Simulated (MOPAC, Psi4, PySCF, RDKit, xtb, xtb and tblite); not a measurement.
Two geometries of C5H7NO2, SMILES C(#N)CCC(=O)OC, relaxed at GFN2-xTB with one dihedral held; other torsions can differ between them too.

Structure A

```
15

C     -1.7906    -0.1850    -0.1299
O     -1.7886     1.2278    -0.1374
C     -1.0527     1.9501     0.7184
O     -1.0940     3.1476     0.6617
C     -0.1971     1.1974     1.7245
C      0.5643     2.1873     2.6119
C      1.3775     1.4852     3.5698
N      2.0135     0.9021     4.3194
H     -0.7983    -0.5915    -0.3401
H     -2.4735    -0.4777    -0.9257
H     -2.1542    -0.5835     0.8204
H      0.5070     0.5531     1.1906
H     -0.8378     0.5584     2.3386
H      1.2032     2.8268     1.9972
H     -0.1403     2.8331     3.1425
```

Structure B

```
15

C     -2.5962     0.2692    -0.2168
O     -1.3167    -0.3352    -0.3845
C     -0.3929    -0.1338     0.5775
O     -0.5346    -0.4576     1.7234
C      0.9301     0.3533     0.0057
C      1.1537     1.7995     0.4807
C      0.0652     2.6372     0.0450
N     -0.8199     3.2685    -0.3077
H     -2.5260     1.3328    -0.4556
H     -3.2663    -0.2291    -0.9137
H     -2.9575     0.1380     0.8060
H      1.7390    -0.2739     0.3821
H      0.8943     0.3045    -1.0825
H      2.0905     2.1933     0.0782
H      1.1971     1.8276     1.5736
```

### Question
Which is lower in energy at the level PBE0-D3(BJ)/def2-SVP // GFN2-xTB in Psi4, and by how much?

### Answer
A is lower, by 3.75 kcal/mol (dihedral C1–O2–C3–O4: 180° in A, 60° in B).

E(B) − E(A) in kcal/mol at the other levels, on the same two geometries: GFN2-xTB (xtb and tblite) 3.16; MMFF94 // GFN2-xTB (RDKit) 2.89; PBE0/def2-SVP // GFN2-xTB (Psi4) 4.24; PBE/def2-SVP // GFN2-xTB (Psi4) 4.49; PBE-D3(BJ)/def2-SVP // GFN2-xTB (Psi4) 4.02; UFF // GFN2-xTB (RDKit) 7.90; PM7, restricted, heats of formation // GFN2-xTB (MOPAC) -0.66; AM1, restricted, heats of formation // GFN2-xTB (MOPAC) 2.28; GFN1-xTB // GFN2-xTB (xtb) 1.63; restricted B3LYP/6-31G*, spherical d, density fitting // GFN2-xTB (PySCF) 4.01; restricted B3LYP/3-21G // GFN2-xTB (PySCF) 3.42; restricted BP86/6-31G*, spherical d, density fitting // GFN2-xTB (PySCF) 4.76; restricted Hartree-Fock/3-21G // GFN2-xTB (PySCF) 2.27.
